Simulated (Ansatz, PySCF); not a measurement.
C3H6BFN2, SMILES NB(F)C#CCN. Atoms are numbered in the order given.

```xyz
13

N     -3.2077    -0.6655    -0.0707
C     -2.1089    -1.0263     0.8177
C     -0.8256    -0.4934     0.3345
C      0.2222    -0.0128    -0.0495
B      1.5649     0.5747    -0.5402
N      2.7918    -0.0089    -0.2028
F      1.5635     1.6792    -1.3100
H     -3.2887     0.3486    -0.1295
H     -4.0864    -1.0125     0.3096
H     -2.0341    -2.1265     0.8597
H     -2.2288    -0.6859     1.8683
H      2.8604    -0.8418     0.3658
H      3.6757     0.3689    -0.5206
```
Charge 0, spin multiplicity 1.

The structure is a stationary point at ωB97X-D3(BJ)/def2-SVP. The structure was generated by enumeration, and PubChem lists no compound with its InChIKey, so it may never have been made. One conformer was computed; it need not be the lowest.

Two levels are set side by side: PBE-D3(BJ)/def2-SVP (Ansatz, a quantum-chemistry and plane-wave program) and ωB97X-D3(BJ)/def2-SVP (PySCF). Each level has its own optimised geometry; the coordinates shown are those of the second. Frequencies come from the Hessian of PySCF at each geometry. Differences are taken from unrounded values.

```tsv
quantity	ωB97X-D3(BJ)
mean bond length (Å)	1.226
bond N1–C2 (Å)	1.458
bond C2–C3 (Å)	1.471
bond C3–C4 (Å)	1.215
bond C4–B5 (Å)	1.546
bond B5–N6 (Å)	1.400
bond B5–F7 (Å)	1.346
bond N1–H8 (Å)	1.019
bond N1–H9 (Å)	1.018
bond C2–H10 (Å)	1.104
bond C2–H11 (Å)	1.111
bond N6–H12 (Å)	1.011
bond N6–H13 (Å)	1.012
highest harmonic wavenumber (cm⁻¹)	3761
mean harmonic wavenumber (cm⁻¹)	1338
zero-point energy (kcal/mol)	63.12
```

Q: What does PBE-D3(BJ) give, and how far is it from ωB97X-D3(BJ)? (The exact figures need the calculation; the answer reports its results.)

A: 
```json
[
 {"quantity": "mean bond length (Å)", "PBE-D3(BJ)": "1.232", "PBE-D3(BJ) minus ωB97X-D3(BJ)": "0.006"},
 {"quantity": "bond N1–C2 (Å)", "PBE-D3(BJ)": "1.465", "PBE-D3(BJ) minus ωB97X-D3(BJ)": "0.007"},
 {"quantity": "bond C2–C3 (Å)", "PBE-D3(BJ)": "1.462", "PBE-D3(BJ) minus ωB97X-D3(BJ)": "-0.009"},
 {"quantity": "bond C3–C4 (Å)", "PBE-D3(BJ)": "1.231", "PBE-D3(BJ) minus ωB97X-D3(BJ)": "0.016"},
 {"quantity": "bond C4–B5 (Å)", "PBE-D3(BJ)": "1.536", "PBE-D3(BJ) minus ωB97X-D3(BJ)": "-0.010"},
 {"quantity": "bond B5–N6 (Å)", "PBE-D3(BJ)": "1.407", "PBE-D3(BJ) minus ωB97X-D3(BJ)": "0.007"},
 {"quantity": "bond B5–F7 (Å)", "PBE-D3(BJ)": "1.355", "PBE-D3(BJ) minus ωB97X-D3(BJ)": "0.008"},
 {"quantity": "bond N1–H8 (Å)", "PBE-D3(BJ)": "1.028", "PBE-D3(BJ) minus ωB97X-D3(BJ)": "0.009"},
 {"quantity": "bond N1–H9 (Å)", "PBE-D3(BJ)": "1.028", "PBE-D3(BJ) minus ωB97X-D3(BJ)": "0.010"},
 {"quantity": "bond C2–H10 (Å)", "PBE-D3(BJ)": "1.114", "PBE-D3(BJ) minus ωB97X-D3(BJ)": "0.011"},
 {"quantity": "bond C2–H11 (Å)", "PBE-D3(BJ)": "1.124", "PBE-D3(BJ) minus ωB97X-D3(BJ)": "0.013"},
 {"quantity": "bond N6–H12 (Å)", "PBE-D3(BJ)": "1.018", "PBE-D3(BJ) minus ωB97X-D3(BJ)": "0.007"},
 {"quantity": "bond N6–H13 (Å)", "PBE-D3(BJ)": "1.020", "PBE-D3(BJ) minus ωB97X-D3(BJ)": "0.008"},
 {"quantity": "highest harmonic wavenumber (cm⁻¹)", "PBE-D3(BJ)": "3644", "PBE-D3(BJ) minus ωB97X-D3(BJ)": "-118"},
 {"quantity": "mean harmonic wavenumber (cm⁻¹)", "PBE-D3(BJ)": "1283", "PBE-D3(BJ) minus ωB97X-D3(BJ)": "-55"},
 {"quantity": "zero-point energy (kcal/mol)", "PBE-D3(BJ)": "60.51", "PBE-D3(BJ) minus ωB97X-D3(BJ)": "-2.61"}
]
```

GGA bonds tend to be longer and softer than those of functionals with exact exchange. Differences between two approximate levels are no errors against the true value.
